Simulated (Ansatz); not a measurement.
A run for Ansatz (a first-principles code): U-CCSD(T)/aug-cc-pV(T+d)Z on BeSi, 2S+1 = 3, a spin state set in the input, which need not be the lowest, a point of a bond scan (R = 2.130 Å). Files ending in .json are basis or fitting sets from the Basis Set Exchange.

Ansatz 0.2 input:
```yaml
crystal:
  periodic: [false, false, false]
  atoms:
    - {symbol: Be, position_ang: [0.00000000, 0.00000000, 0.00000000]}
    - {symbol: Si, position_ang: [0.00000000, 0.00000000, 2.12958100]}
basis:
  gaussian:
    orbitals: aug-cc-pV_T+d_Z.json
    pivot_positions_ang: [[0.00000000, 0.00000000, 0.00000000], [0.00000000, 0.00000000, 2.12958100]]
magnetization: {spin_polarized: true, initial_magnetization: 2}
correlation: {method: ccsd_t, electrons: outside_noble_gas}
output: {orbitals: {seedname: ./end}}
```

**Question.** What total energy does the run end on?

**Answer.** -303.5985 hartree (reference determinant -303.4672, T1 diagnostic 0.116). Its determinant has ⟨S²⟩ = 2.78, a mixture of spin states.

**Question.** How many basis functions does it have, and what does it roughly cost on one machine?

**Answer.** 101 functions; roughly 80 core-seconds.
